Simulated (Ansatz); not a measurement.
The same path of CH$_{4}$FOSi (8 atoms, charge 1, multiplicity 1) was run 3 times with different band settings. The coordinate that changes most is the dihedral O1–C2–Si3–F4.

Theory: RKS PBE0/def2-SVP in Ansatz.

Relaxed end points:

```xyz
8
Properties=species:S:1:pos:R:3
O -0.733 1.520 -0.302
C 0.059 0.898 0.441
Si 0.358 -0.992 0.046
F -0.663 -0.958 -1.224
H -1.109 0.937 -1.014
H 0.489 1.529 1.239
H 1.767 -1.152 -0.363
H -0.169 -1.781 1.177
```

```xyz
8
Properties=species:S:1:pos:R:3
O -0.164 1.749 0.586
C -0.392 0.807 -0.211
Si 0.242 -1.051 -0.136
F -0.468 -1.666 -1.431
H 0.405 1.541 1.357
H -1.042 1.135 -1.046
H 1.713 -0.940 -0.260
H -0.293 -1.574 1.141
```

Common settings: spring 5.0 eV/Å²; start path through a guess of the saddle point; force threshold 0.05 eV/Å; end points relaxed.

| run | movable images | climbing image | optimiser | iteration limit |
| --- | --- | --- | --- | --- |
| 1 | 9 | yes | quadratic models (default) | 54 |
| 2 | 8 | no | quadratic models (default) | 60 |
| 3 | 9 | yes | fire | 60 |

(1) What does each run give, and how far can it be trusted?

Answers

(1) Run 1: converged after 13 iterations, highest image 0.281 eV above the first end. A vibrational analysis at the climbing image gives one clearly imaginary mode, 95i cm⁻¹: a first-order saddle point.
Run 2: converged after 12 iterations, highest image 0.280 eV above the first end. No image climbed, so the highest image needn't sit at the top of the path.
Run 3: converged after 45 iterations, highest image 0.280 eV above the first end. Another band between the same ends (9 images) ends at a top of the same energy, where a vibrational analysis finds 1 clearly imaginary mode.
Limits of this set-up: the dipole of an ion depends on the origin.
